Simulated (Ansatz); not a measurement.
`[O]=[W]([F])(=[S])[Cl]` + HCl → `[O]=[W](=[S])([Cl])[Cl]` + H–F  (ligand exchange at a W–F bond)

Isolated molecules relaxed with PBE0-D4/def2-TZVP in Ansatz; ΔE leaves out vibrations. CCSD(T)/CBS is the MP2 limit (def2-TZVPP, def2-QZVPP) plus CCSD(T) − MP2 in def2-TZVPP, frozen cores. This one scheme is used for every species. Functionals use def2-TZVPP. HSE06 is defined as in plane-wave codes. Elements past krypton have def2 core potentials. For W outer-core shells are correlated without core-valence functions, which leaves a few kJ/mol of doubt a bond.

```tsv
level	ΔE (kJ/mol)	difference from CCSD(T)/CBS
PBE-D4	-3.1	11.6
HSE06-D4	-9.1	5.6
ωB97X-V	5.7	20.4
BLYP	10.4	25.1
RPA@PBE/def2-TZVPP	-4.3	10.4
HF/def2-TZVPP	5.5	20.2
MP2/def2-TZVPP	-31.4	-16.7
CCSD/def2-TZVPP	-6.3	8.4
CCSD(T)/def2-TZVPP	-10.2	4.5
MP2/CBS(def2)	-35.9	-21.2
CCSD(T)/CBS	-14.7	0
```

**Question.** What do rigid-rotor, harmonic-oscillator terms from PBE0-D4/def2-TZVP frequencies (298.15 K, 1 bar) make of the CCSD(T)/CBS value? (An estimate is asked.)

**Answer.** Computed: ΔZPE = +4.5 kJ/mol, ΔH = -9.2 kJ/mol, ΔS = -2 J/(mol·K), ΔG = -8.7 kJ/mol.

Largest T1 diagnostic among the species: 0.022, so the coupled-cluster value is less sure than usual.

The D4 term adds −7.1 kJ/mol with B3LYP and −3.9 kJ/mol with PBE0; it sums over pairs of atoms, weighted by their polarisabilities, and B3LYP, whose exchange is more repulsive, gets the larger term. From r2SCAN to r2SCAN0 (25 % exact exchange), in def2-TZVPP and without D4, ΔE moves by −6.3 kJ/mol. In def2-TZVPP, CCSD(T) changes the Hartree–Fock value by −15.7 kJ/mol (the triples alone add −3.9 kJ/mol) and MP2 by −36.9 kJ/mol.

B3LYP here is the variant with VWN-RPA as its local correlation; programs differ in this.
